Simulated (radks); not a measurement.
Question: Species: Zr. Configuration: [Kr] 4d2 5s1 6f1 (not the ground configuration). All-electron calculation, Dirac Kohn-Sham, LDA (Slater exchange, Perdew-Wang correlation), spin-unpolarised, spherical densities, point nucleus; open shells are shared between the two j in proportion to 2j + 1. Program: a radial shooting solver on a logarithmic mesh with Libxc functionals.

Spin-orbit splittings of the eigenvalues, e(l+1/2) - e(l-1/2), with zeta = 2 splitting/(2l+1) and mean radii in bohr:

shell  occ.  splitting (eV)  zeta (eV)  <r> j=l-1/2  <r> j=l+1/2
2p        6           85.71      57.14       0.1387       0.1431
3p        6           13.67      9.111       0.4555       0.4661
3d       10           2.499     0.9995       0.4507       0.4543
4p        6           1.807      1.205        1.346        1.378
4d        2          0.1417    0.05668        2.131        2.152
6f        1               ?          ?        42.57        42.57

Estimate the 6f splitting.

Answer: 2.412e-06 eV (zeta = 6.892e-07 eV).
